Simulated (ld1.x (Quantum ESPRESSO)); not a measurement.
**What one change does to a pseudopotential (zinc (Zn), TM)**

* Element: Zn
* Generator: ld1.x (Quantum ESPRESSO) 7.5
* Type: norm-conserving Troullier–Martins (Kleinman–Bylander form)
* Functional: PBE
* Relativity: scalar-relativistic
* Frozen core: [Ar]
* Valence charge: 12
* Reference configuration: 3d9 4s0 4p0 (charge +3)
* Partial waves: 4s (bound, empty): rc 1.30 bohr; 4p (bound, empty): rc 2.05 bohr; 3d (bound): rc 1.15 bohr
* Local potential: the d channel
* Core correction: Bessel-smoothed model core inside 0.70 bohr

All-electron outer shells of the reference configuration (PBE, scalar-relativistic, ld1.x):

```json
{"shell": "3p", "level (eV)": "-125.06", "outermost node (bohr)": "0.25", "outermost maximum (bohr)": "0.59"}
{"shell": "3d", "level (eV)": "-50.72", "outermost node (bohr)": "–", "outermost maximum (bohr)": "0.56"}
{"shell": "4s", "level (eV)": "-35.56", "outermost node (bohr)": "0.83", "outermost maximum (bohr)": "1.77"}
{"shell": "4p", "level (eV)": "-26.64", "outermost node (bohr)": "0.89", "outermost maximum (bohr)": "2.04"}
```

Change: fully relativistic.

Cutoffs: the cutoffs (Ry, on a coarse ladder) from which the occupation-weighted sum of valence levels, in a spherical-Bessel basis at the reference potential, stays within 10 and 1 mRy of its value at 400 Ry; they do not see the model core or the augmentation charge, which bear on the density cutoff. Errors are all-electron minus pseudo energies relative to the spin-unpolarised reference configuration.

**Question.** Predict the effect on cutoff, ghosts and configuration errors.

**Answer.** Both files keep a bound ghost (p, s); the miss of the reference levels goes from 0.00 to 0.24 eV; of the 7 tests that both files solve, the error grows in 0 and shrinks in 1 by more than 15 % and 0.3 meV (median size 90.9 → 97.2 meV). In the changed file the local d channel has no projectors, so it cannot carry the spin–orbit splitting, and the file is wrong for that shell.

| quantity | base | changed |
| --- | --- | --- |
| cutoff, loose | 200 Ry | 200 Ry |
| cutoff, tight | over 300 Ry | over 300 Ry |
| bound ghosts | s, p | s, p3/2, p1/2 |
| largest miss of a reference level, eV | 0.00 | 0.24 |
| error for 3d10 4s2 4p0, meV [ΔE -68.86 eV] | -79 | -86 |
| error for 3d10 4s1 4p0, meV [ΔE -58.98 eV] | -147 | -152 |
| error for 3d10 4s0 4p0, meV [ΔE -40.53 eV] | -217 | -221 |
| error for 3d9 4s2 4p1, meV [ΔE -56.62 eV] | +13 | +7.0 |
| error for 3d10 4s0 4p2, meV [ΔE -58.31 eV] | -86 | -92 |
| error for 3d10 4s1.5 4p0, meV [ΔE -64.92 eV] | -111 | -117 |
| error for 3d10 4s1 4p1, meV [ΔE -63.78 eV] | -91 | -97 |
| s: phases at 2.24 bohr within 0.05 rad from the reference energy up to (Ry; the scan ends near 5) | 0.3 | 0.3 |

 A true bound ghost makes a file unfit for plane-wave use even where its test errors are small: the radial tests pick states by their node count and pass the ghost by.
